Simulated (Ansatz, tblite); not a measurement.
Removing and adding an electron: the cluster K₂Se. The state is a singlet with charge 0. Geometry: r2SCAN-D4/def2-TZVP. Ansatz, gas phase; energy differences of separate SCF runs; the oxidised species was run as a doublet alone; the reduced species was run as a doublet alone.

```tsv
atom	x (Å)	y (Å)	z (Å)
K1	-0.146	1.849	-2.111
K2	0.333	-1.555	2.317
Se3	-0.186	-0.294	-0.206
```

The xTB rows come from tblite. Correlated methods freeze 19 core orbitals; core or outer-core shells of K, Se are correlated, in sets that lack core-valence functions. In CCSD on the charge -1 doublet the largest single amplitude is 0.47, so its Hartree–Fock determinant may place the open shell otherwise than the density functionals do. HOMO above LUMO, or a gap near zero within one spin, warns that the state may not be the lowest or that an electron is smeared out. The structure comes from a short search, and lower isomers may exist.

| level | −HOMO (eV) | vertical IE (eV) | −LUMO (eV) | vertical EA (eV) | HOMO–LUMO gap (eV) | IE − EA (eV) | remarks |
| --- | --- | --- | --- | --- | --- | --- | --- |
| GFN1-xTB | 8.41 | 10.39 | 6.50 | 5.28 | 1.92 | 5.12 | – |
| GFN2-xTB | 9.07 | 11.23 | 8.07 | 5.34 | 1.01 | 5.89 | – |
| HF/def2-TZVPP | – | 3.49 | – | – | – | – | – |
| PBE-D4/def2-TZVP | 2.39 | 4.96 | 1.37 | – | 1.02 | – | – |
| PBE-D4/def2-TZVPD | 2.46 | – | 1.41 | 0.44 | 1.05 | – | HOMO above zero (-1 doublet), gap within one spin near zero (-1 doublet) |
| r2SCAN-D4/def2-TZVP | 2.34 | 4.79 | 0.74 | – | 1.60 | – | – |
| r2SCAN-D4/def2-TZVPD | 2.41 | – | 0.79 | 0.32 | 1.61 | – | HOMO above zero (-1 doublet), gap within one spin near zero (-1 doublet) |
| PBE0-D4/def2-TZVP | 3.13 | 4.77 | 0.84 | – | 2.28 | – | – |
| PBE0-D4/def2-TZVPD | 3.19 | – | 0.90 | 0.32 | 2.29 | – | HOMO above zero (-1 doublet) |
| MP2/def2-TZVPP | – | 4.68 | – | – | – | – | – |
| CCSD/def2-TZVPD | – | – | – | 0.07 | – | – | HOMO above zero (-1 doublet), large T1 (0.063) (-1 doublet) |
| CCSD/def2-TZVPP | – | 4.48 | – | – | – | – | – |
| CCSD(T)/def2-TZVPD | – | – | – | 0.13 | – | – | HOMO above zero (-1 doublet), large T1 (0.063) (-1 doublet) |
| CCSD(T)/def2-TZVPP | – | 4.59 | – | – | – | – | – |

Run but left out: HF/def2-TZVPD, MP2/def2-TZVPD (charge -1 doublet: a determinant that CCSD turns far, T1 0.063).   A HOMO above zero means that the electron is unbound at that level or that self-interaction error raises the level; the energy of removing that electron tells which. Raw xTB energy differences between charge states are shifted by several eV; the methods need an empirical correction for them.
